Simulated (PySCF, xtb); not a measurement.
CClF3, SMILES FC(F)(F)Cl.

Harmonic wavenumbers (cm⁻¹) from GFN2-xTB (xtb) at its own minimum, in rising order: 301, 301, 413, 486, 486, 679, 984, 1105, 1106.

### Question
What does PBE-D3(BJ)/def2-SVP (PySCF) give at its own minimum? (Estimate from the structure and the level; the computed values follow.)

### Answer
335, 335, 451, 547, 547, 763, 1069, 1213, 1213. Paired by order, the mean absolute difference is 68 cm⁻¹ and the zero-point energies are 8.4 and 9.3 kcal/mol.
